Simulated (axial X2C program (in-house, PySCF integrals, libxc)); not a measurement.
## TcF: cheaper levels and CCSD(T), 2c

All values were computed with an axial X2C code built on PySCF integrals. Two-component (2c) means X2C with spin–orbit coupling and atomic mean-field two-electron Coulomb and Gaunt terms. Basis: Tc dyall-cv3z [12s12p8d5f3g], F dyall-av3z [7s6p3d2f] (cores contracted in-house); Gaussian nuclei, density fitting, unrestricted open shells. Masses: Tc 98.907 u, F 18.998 u.

State: Ω = 3 (⟨Sz⟩ = 2.99, ⟨Lz⟩ = 0.01 at HF); fragments Tc + F.

```csv
level,Re (Å),ωe (cm⁻¹),De (eV)
PBE0,1.967,558.3,4.82
HF,2.003,543.9,3.50
MP2,1.991,543.4,4.94
CCSD,1.988,551.5,4.45
```

Correlated methods: 14 electrons correlated (number of frozen shells: Tc 4 s, 3 p, 1 d; F 1 s), 280 virtual spin orbitals or spinors in MP2, 90 natural virtuals in coupled cluster.

CCSD(T), same Hamiltonian and basis:

Re = 1.988 Å, ωe = 549.9 cm⁻¹, De = 4.48 eV; T1 = 0.017 (Lee–Taylor normalisation).

Problem. Give the differences from CCSD(T) in the columns below.

Solution. 

```
level  ΔRe (Å)  Δωe (cm⁻¹)  ΔDe (eV)
 PBE0   -0.021           8      0.34
   HF    0.015          -6     -0.98
  MP2    0.003          -6      0.46
 CCSD    0.000           2     -0.03
```

Occupations by symmetry block were frozen at the best pattern of an incomplete PBE0 search. De is counted from the lowest determinant-based energies of the atoms at the same level, without counterpoise correction. Density functionals use the spin component along the axis (collinear). CCSD and (T) use frozen natural virtuals with an MP2 correction for the truncation; (T) itself is uncorrected, so its De runs slightly low. The 2c atoms are single determinants rather than J levels; their spin–orbit lowering is only partly caught, and De is too large by that part. This holds for PBE0. PBE0 can misorder states that lie within some tenths of an eV, so this need not be the ground state of the molecule. The nearest other 2c determinant of the search, Ω = 4, lies 0.44 eV up at the distance of the search. Without a current term, density functionals place determinants with orbital angular momentum somewhat too high. With several unpaired electrons one determinant need not be a pure state. Open-shell Ω = 0 determinants with evenly filled partner blocks cannot be reached by this program, so the Ω shown need not be the lowest component.
